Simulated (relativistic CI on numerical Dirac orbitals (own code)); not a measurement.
A ladder of approximations for the levels of Kr6+

Calculated with a relativistic CI code on KLI orbitals (one set per configuration, finite nucleus), adding one ingredient at a time: step 1, Dirac-Coulomb, each configuration alone; step 2, with Breit and QED terms; step 3, with configuration mixing; step 4, with scaled Slater integrals (0.9); step 5, with a P86 correlation estimate; step 6, tied to the ionisation limit. P86 is a density functional for the correlation energy, evaluated here for each configuration and added to its levels. Step 6 is semi-empirical: configurations made of the next ion and one excited electron move by 4755 cm⁻¹, so that their limit matches the tabulated ionisation energy, and those with a non-penetrating f or g electron also take the P86 value of the least penetrating other one.

Configuration list (outside the closed core [Ar] 3d10): 4s², 4s4p, 4p², 4s4d, 4s5s, 4p4d, 4s5p, 4s4f, 4s5d, 4d², 4f², 4p4f, 4p5s, 4s6s, 4s6p, 4s5f.

Computed minus measured energy above the ground level, in cm⁻¹, for 13 of the 25 excited levels that pair in every step (one J of a term; a digit in brackets numbers repeated terms):

```
Configuration  Term  J  Measured  Step 1  Step 2  Step 3  Step 4  Step 5  Step 6
         4s4p   3P°  0    117390  -11913  -12046   -3812   -3642   -3034    1708
         4s4p   1P°  1    170835    3407    3155    3270   -1365    -731    3931
          4p²    3P  0    274932   -9854  -10197   -2091   -2743   -1659   -1659
          4p²    1D  2    279715   10754   10214   -4022   -3670   -2506   -2058
          4p²    1S  0    321794   -5850   -6383    3363   -1447    -372    -369
         4s4d    3D  1    349973  -10827  -11325   -3439   -4251   -2377    2360
         4s4d    1D  2    379488  -18271  -18805    1829   -2849   -1009    3031
         4s5s    3S  1    438644  -12648  -13007   -3609   -4924   -2207    2547
         4p4d   3F°  3    479655  -11960  -12713   -7720   -6739   -4413   -4320
         4p4d   1D°  2    487650  -14069  -14857   -5747   -5823   -3861   -3847
         4s5p   3P°  0    492776  -12351  -12754   -4614   -5883   -2795    1684
         4s4f   3F°  2    530349  -16284  -16835   -3425   -5473    2427    4040
         4s5d    3D  1    578470  -13183  -13704   -4292   -5815   -1827    2927
```

Mean absolute errors in cm⁻¹, over all paired levels and for the configurations:

```
Configuration, levels  Step 1  Step 2  Step 3  Step 4  Step 5  Step 6
              all, 25   12166   12590    3992    4508    2424    2640
              4s4p, 4    9760    9851    3733    3147    2532    2190
               4p², 5   10065   10322    3049    2870    1765    1631
              4s4d, 4   12672   13200    3052    3917    2051    2511
              4s5s, 1   12648   13007    3609    4924    2207    2547
              4p4d, 3   12600   13402    7157    6502    4274    4202
              4s5p, 2   12201   12610    4536    5809    2727    1675
              4s4f, 3   16488   17043    3373    5445    2408    4010
              4s5d, 3   13261   13794    4380    5903    1915    2839
```

Measured levels: Saloman, J. Phys. Chem. Ref. Data 36, 215 (2007).

What does each ingredient do to the ground and the excited configurations, and where is the model closest to experiment?

Mixing lowers the ground level by 9411, with 4p² as its largest admixture; relative to it the configurations that move most are 4s4f by +13670, 4s4d by +11063, 4s5d by +9414. Configurations whose own partners of that kind are not in the list rise by much of that lowering, so a short list can trade one imbalance for another. The P86 estimate moves 4s4f by +7853, 4s5d by +3988, 4s5p by +3082, and takes the mean absolute error of the excited configurations from 4508 to 2424. Step 6 takes that error from 2424 to 2640; it grows for 4s4f, 4s5d. The shift fits the limit, so it does little for low levels whose errors differ from those near the limit. The mean absolute error is lowest at step 5 (2424 cm⁻¹), and the largest single drop is from step 2 to 3 (12590 to 3992).
